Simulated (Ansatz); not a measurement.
Z-matrix (Å, degrees):
```
Si
Si 1 2.348
O 1 1.653 2 104.8
H 1 1.492 2 110.9 3 -120.6
H 1 1.492 2 110.9 3 120.6
F 2 1.609 1 108.2 3 179.5
H 2 1.486 1 112.0 3 60.9
H 2 1.486 1 112.0 3 -61.8
H 3 0.958 1 118.3 2 179.8
```

Total charge 0; spin multiplicity 1.

**Question.** List the ωB97M-V/def2-TZVPP orbital energies in eV (Ansatz 0.2.0). (An estimate is asked.)

**Answer.** The calculation gave: Occupied: -1807.77, -1807.49, -677.30, -526.41, -148.76, -148.50, -102.93, -102.85, -102.85, -102.64, -102.60, -102.60, -35.82, -31.12, -19.14, -17.90, -16.01, -15.20, -15.17, -14.82, -13.50, -13.05, -11.89, -11.22, -10.25. Lowest empty: 0.71, 2.35, 2.55, 2.65, 2.90, 3.73, 4.31, 4.96.
